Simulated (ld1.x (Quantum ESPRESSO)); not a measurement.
## How hard is this gold (Au) TM potential?

ld1.x (Quantum ESPRESSO) 7.5 input, shortened:

```
&input
   title='Au', zed=79., rel=1, dft='PBE', iswitch=3,
   config='[Xe] 4f14 5d10 6s1 6p0'
 /
 &inputp
   pseudotype=2, tm=.true., lloc=0,
   nlcc=.true., new_core_ps=.true.
 /
3
6P  2  1   0.00   0.00  2.80  2.80  0.0
5D  3  2  10.00   0.00  2.20  2.20  0.0
6S  1  0   1.00   0.00  1.95  1.95  0.0
 &test
   configts(1)='5d10 6s1 6p0'
 /
```

The pseudo-atom Hamiltonian at the reference potential is diagonalised in spherical Bessel functions j_l(qr) that vanish at 20 bohr, with q² up to the cutoff. All-electron valence levels (Ry): 6p -0.0566, 5d -0.5054, 6s -0.4235.

Task: How do the lowest levels (Ry) of each channel move with the cutoff, and are there ghosts?

Result:

| cutoff (Ry) | p #1 | d #1 | d #2 | s #1 | f #1 | Σ f·Δε (mRy) |
| --- | --- | --- | --- | --- | --- | --- |
| 8 | -0.0562 | 0.0615 | 0.1269 | -0.4113 | 0.1148 | 5681.8 |
| 15 | -0.0565 | -0.0658 | 0.0722 | -0.4165 | 0.1148 | 4403.5 |
| 25 | -0.0565 | -0.4330 | 0.0684 | -0.4221 | 0.1148 | 726.3 |
| 40 | -0.0565 | -0.5049 | 0.0682 | -0.4232 | 0.1148 | 6.0 |
| 55 | -0.0565 | -0.5053 | 0.0682 | -0.4233 | 0.1148 | 1.3 |
| 80 | -0.0565 | -0.5054 | 0.0682 | -0.4235 | 0.1148 | 0.1 |
| 400 | -0.0565 | -0.5054 | 0.0682 | -0.4235 | 0.1148 | 0.0 |

Result: no extra level below or beside the all-electron valence levels (p, d, s, f tested); 10 mRy is reached at 40 Ry and 1 mRy at 60 Ry.

Its largest configuration-test error is -982 meV.
